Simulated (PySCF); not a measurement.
BeH2, SMILES [BeH2].

Geometry optimised at PBE-D3(BJ)/def2-TZVPD. The isomer is the one that the SMILES or the coordinates give; other isomers of the formula were not compared.

Calculation: PBE/def2-TZVPD in PySCF.

Gas-phase values at a fixed geometry.

Problem. Estimate the frontier levels, gap, dipole moment and polarisability. (The exact figures need the calculation; the answer reports its results.)

Solution. 
| Property | Value |
|---|---|
| highest occupied level | -7.47 eV |
| lowest empty level | -1.64 eV |
| orbital gap | 5.83 eV |
| dipole moment | 0.00 D |
| quadrupole, principal values (traceless, Buckingham form, about the centre of nuclear charge) | -5.00, 2.50, 2.50 D·Å |
| mean static polarisability | 21.7 bohr³ (3.22 Å³) |
| polarisability, principal values | 21.5, 21.5, 22.1 bohr³ |
